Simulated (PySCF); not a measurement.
Worked example: oscillator strength and radiative lifetime

C3H2F3, SMILES F[C](C(F)=C)F (connectivity only; charge and spin as stated), charge +1, multiplicity 1.

The structure is a stationary point at PBE0-D3(BJ)/def2-SVP. The spin state was assumed, not searched. The isomer is the one that the SMILES or the coordinates give; other isomers of the formula were not compared. Other conformers were not sampled.

TDDFT-M06-2X/def2-SVPD in PySCF puts the first singlet state with f over 0.02 at 4.98 eV (vertical), with the transition dipole (0.689, 1.346, 0.000) in atomic units.

Task: Find the oscillator strength, the wavelength and the radiative lifetime that this transition would have in vacuum if emission retraced absorption.

Result: 
|μ|² = 2.2864 au, so |μ| = 3.84 D. ΔE = 4.98/27.211 = 0.1830 hartree. f = (2/3) ΔE |μ|² = 0.279 (the program prints 0.279).
λ = 1239.84/4.98 = 249 nm; ν = 40166 cm⁻¹.
Einstein's coefficient A = 0.6670 ν² f s⁻¹ (ν in cm⁻¹) = 3.0e8 s⁻¹, so τ = 1/A = 3.3 ns. This state is S1. The figure is the radiative limit of this one transition; relaxation, internal conversion, crossing to triplets and a medium change what is measured.
